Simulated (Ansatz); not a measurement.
Molecule: TaH$_{5}$ (charge +1, doublet). The spin state was set by rule; other spins were not relaxed. 
Coordinates optimised at B3LYP-D3(BJ)/def2-TZVP (Ansatz, a program for electronic structure):
```xyz
6

Ta     0.0135     0.0304     0.0182
H     -0.6663    -1.8565     0.2957
H     -0.9981     1.3982     0.4072
H     -0.7213    -1.7680    -0.5006
H     -0.3202    -0.3690    -1.6359
H      1.7222     0.3738     0.1058
```
Charge +1, spin multiplicity 2.

Basis-set convergence of Hartree-Fock and CCSD(T) correlation energies (hartree) with Ansatz. Valence correlation only, unless marked. Open shells are spin-unrestricted. Spin-orbit coupling is left out. Frozen are the shells of the preceding noble gas and the d and f shells that filled before the atom's block. In def2 rows, elements after Kr have scalar-relativistic effective core potentials.

```json
[
 {"basis": "def2-SVPD", "functions": "75", "E(HF)": "-58.89154", "E(corr, CCSD(T))": "-0.18121"},
 {"basis": "def2-TZVPPD", "functions": "144", "E(HF)": "…", "E(corr, CCSD(T))": "…"}
]
```

Fill in the missing entries.


- def2-TZVPPD, E(HF): -58.91614
- def2-TZVPPD, E(corr, CCSD(T)): -0.20390
